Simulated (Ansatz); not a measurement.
`C[Te]C` + `BF` → `C[Te]BF` + CH₄ at 500 K and 1 bar (formal exchange of groups at a Te–C bond).

Isolated molecules relaxed with PBE0-D4/def2-TZVP in Ansatz; ΔE leaves out vibrations. CCSD(T)/CBS adds triple-zeta CCSD(T) − MP2 to the extrapolated MP2 energy (def2 sets, frozen cores). This one scheme is used for every species. Elements past krypton have def2 core potentials. For Te outer-core shells are correlated without core-valence functions, which leaves a few kJ/mol of doubt a bond. One conformer a species, not always the lowest.

| species | CCSD(T)/CBS energy (Eh) | H − E (kJ/mol) | S (J/(mol·K)) |
| --- | --- | --- | --- |
| `C[Te]C` | -347.43957 | 227.9 | 362.4 |
| `BF` | -125.82039 | 77.9 | 244.4 |
| `C[Te]BF` | -432.83509 | 175.0 | 386.2 |
| CH₄ | -40.46206 | 135.6 | 206.8 |

H − E and S are ideal-gas, rigid-rotor, harmonic terms from PBE0-D4/def2-TZVP, for one conformer and one mirror image of each species. 1 Eh = 2625.50 kJ/mol, R = 8.31446 J/(mol·K).

Task: By hand: ΔE, ΔH, ΔS and ΔG.

Result: ΔE = (-432.83509) + (-40.46206) − (-347.43957) − (-125.82039) = -0.03719 Eh = -97.6 kJ/mol. Δ(H − E) = 175.0 + 135.6 − 227.9 − 77.9 = 4.8, so ΔH = -92.8 kJ/mol. ΔS = 386.2 + 206.8 − 362.4 − 244.4 = -13.8 J/(mol·K). ΔG = -92.8 − 500 × (-13.8)/1000 = -85.9 kJ/mol.

Task: By hand: the equilibrium constant, and the temperature at which ΔG would vanish if ΔH and ΔS stayed fixed.

Result: log₁₀ K = −ΔG/(RT ln 10) = 9.0. ΔG = 0 at ΔH/ΔS = 6725 K, far beyond where these terms or the molecules hold.

The number of gas molecules stays the same, so ΔS is small and ΔH decides. A doubt of 5 kJ/mol in ΔE shifts log₁₀ K by 0.5 here. Other conformers and mirror images would add mixing entropy, several J/(mol·K) or more a flexible species. These are equilibria of isolated gas molecules and say nothing of rates. Largest T1 diagnostic: 0.013 (customary marks: 0.02 for closed shells, 0.045 for open ones).
